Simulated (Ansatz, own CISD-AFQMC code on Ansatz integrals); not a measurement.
H3B3, SMILES `B=BB` (charge 0, multiplicity 1).

Cartesian coordinates (Å):
SMILES: B=BB
```xyz
6

B      1.8291    -0.0184     0.0031
B      0.2820    -0.0057     0.0025
B     -1.2856     0.0109    -0.0013
H      3.0064    -0.0278     0.0033
H     -1.9297    -0.7449     0.6740
H     -1.9021     0.7859    -0.6814
```
Charge 0, multiplicity 1.

Frozen-core energies in cc-pVDZ from Ansatz (a program for electronic structure) at a geometry from PBE0-D3(BJ)/def2-TZVP; the HF reference has <S^2> = 0.00 (restricted, and unstable towards unrestricted orbitals) and the T1 diagnostic is 0.021.

```tsv
level	energy (Ha)	difference from CCSDTQ (mHa)
HF	-75.64180	279.03
MP2	-75.86122	59.61
CCSD	-75.90818	12.65
CCSD(T)	-75.91810	2.73
CCSDT	-75.92002	0.81
CCSDT(Q)	-75.92078	0.05
phaseless AFQMC, CISD trial (own CISD-AFQMC code on Ansatz integrals; ±0.40 mHa)	-75.92068	0.15
CCSDTQ	-75.92083	0.00
```
